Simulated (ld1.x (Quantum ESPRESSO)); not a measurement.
## Varying the TM potential for W

Base potential:

tungsten, norm-conserving Troullier–Martins (Kleinman–Bylander form), made with ld1.x (Quantum ESPRESSO) 7.5 (PW91, scalar-relativistic). Core [Kr] 4d10 4f14, reference 5s2 5p6 5d4 6s2 6p0. Waves: 5s (bound): rc 1.75 bohr; 5p (bound): rc 1.60 bohr; 5d (bound): rc 2.40 bohr. Local part: all-electron potential smoothed inside 1.20 bohr (lloc = -2). Core correction: Bessel-smoothed model core, default radius (core density twice the valence density).

Occupied shells without a wave of their own: 6s. They enter only through the test configuration that unscreens the potential, and ld1.x also counts them in the model core charge.

Cutoffs, loose and tight: the cutoffs (Ry, on a coarse ladder) from which the occupation-weighted sum of valence levels, in a spherical-Bessel basis at the reference potential, stays within 10 and 1 mRy of its value at 400 Ry. They do not see the model core or the augmentation charge, which bear on the density cutoff. Test errors are all-electron minus pseudo excitation energies from the reference, over the configurations 5s2 5p6 5d4 6s1 6p0; 5s2 5p6 5d4 6s0 6p0; 5s2 5p6 5d3 6s0 6p0; 5s2 5p6 5d4 6s1.5 6p0; 5s2 5p6 5d2 6s0 6p0; 5s2 5p6 5d4 6s0 6p2; 5s2 5p6 5d4 6s0 6p1. A dash means not determined; rows that change the core or the reference have their own tests.

With those shells counted twice in exchange and correlation these files are broken, and their errors move erratically; no question is asked of them.

The default core radius of the base comes out at 0.86 bohr.

```tsv
change	outcome	cutoff, loose	cutoff, tight	bound ghosts	largest test error (meV)
base	generated, misses its reference levels by 1.50 eV	55 Ry	90 Ry	none	-9830
core correction none	generated, misses its reference levels by 1.50 eV	55 Ry	90 Ry	none	-8495
core correction Bessel-smoothed model core inside 0.60 bohr	generated, misses its reference levels by 1.50 eV	55 Ry	90 Ry	none	-9833
core correction Bessel-smoothed model core inside 0.76 bohr	generated, misses its reference levels by 1.50 eV	55 Ry	90 Ry	none	-9832
core correction Bessel-smoothed model core inside 0.96 bohr	generated, misses its reference levels by 1.50 eV	55 Ry	90 Ry	none	-9827
core correction Bessel-smoothed model core inside 1.14 bohr	generated, misses its reference levels by 1.50 eV	55 Ry	90 Ry	none	-9818
core correction Bessel-smoothed model core inside 1.30 bohr	generated, misses its reference levels by 1.50 eV	55 Ry	90 Ry	none	-9806
core correction Bessel-smoothed model core inside 1.40 bohr	generated, misses its reference levels by 1.50 eV	55 Ry	90 Ry	none	-9793
core correction Bessel-smoothed model core inside 1.60 bohr	generated, misses its reference levels by 1.50 eV	55 Ry	90 Ry	none	-9775
core correction Bessel-smoothed model core inside 1.76 bohr	generated, misses its reference levels by 1.50 eV	55 Ry	90 Ry	none	-9744
core correction Bessel-smoothed model core inside 1.96 bohr	generated, misses its reference levels by 1.50 eV	55 Ry	90 Ry	none	-9685
```
